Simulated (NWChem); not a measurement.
System: BeF, doublet; SMILES [Be][F]

NWChem input:

```
start job
memory heap 200 mb stack 900 mb global 1100 mb
geometry units angstroms noautoz
  Be     0.000000     0.000000    -0.967189
  F      0.000000     0.000000     0.429859
end
basis spherical
  Be library 6-31g*
  F library 6-31g*
end
dft
  odft
  mult 2
  xc rpbe cpbe96
  iterations 150
  mulliken
end
task dft energy
```

Coordinates come from a PBE0/def2-SVP, spin-unrestricted optimisation. This spin state was assumed; another may lie lower. No stability test was run on the SCF state.

Q: Predict the main results of this run. (RPBE/6-31G* (spherical d), spin-unrestricted.) Quantities: energy (Ha); highest occupied level (eV); lowest empty minus highest occupied level, either spin (eV); dipole (D); <S²>.

A: 
```
Item                                                          Result
-----------------------------------------------------------  -------
energy (Ha)                                                  -114.59
highest occupied level (eV)                                    -5.16
lowest empty minus highest occupied level, either spin (eV)     2.19
dipole (D)                                                      0.85
<S²>                                                           0.751
```
